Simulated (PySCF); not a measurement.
Excitations are Tamm–Dancoff values on a coarser integration grid. The basis has no diffuse functions, so Rydberg states are missing or too high.

Cartesian coordinates (Å):
```xyz
11

C     -1.9083    -0.0538    -0.5948
C     -0.8072    -0.1612     0.1540
N      0.3613     0.5635     0.0187
C      1.6196    -0.0381     0.4191
H     -2.7948    -0.6161    -0.3450
H     -1.9597     0.6104    -1.4492
H     -0.7911    -0.8431     0.9990
H      0.4138     1.1073    -0.8301
H      1.9429    -0.8586    -0.2355
H      1.5234    -0.4330     1.4318
H      2.4002     0.7226     0.4322
```
Charge 0, spin multiplicity 1.

Question: What is the computed LUMO, S1–T1 gap (TDA), total energy, brightest of the four lowest singlets (TDA) and HOMO (TPSSh-D3(BJ)/def2-TZVP // B3LYP-D3(BJ)/def2-TZVP (PySCF 2.14.0))?

Answer: 
| Quantity | Value |
|---|---|
| LUMO | 0.55 eV |
| S1–T1 gap (TDA) | 1.73 eV |
| total energy | -173.3380 Ha |
| brightest of the four lowest singlets (TDA) | 6.41 eV |
| HOMO | -5.09 eV |
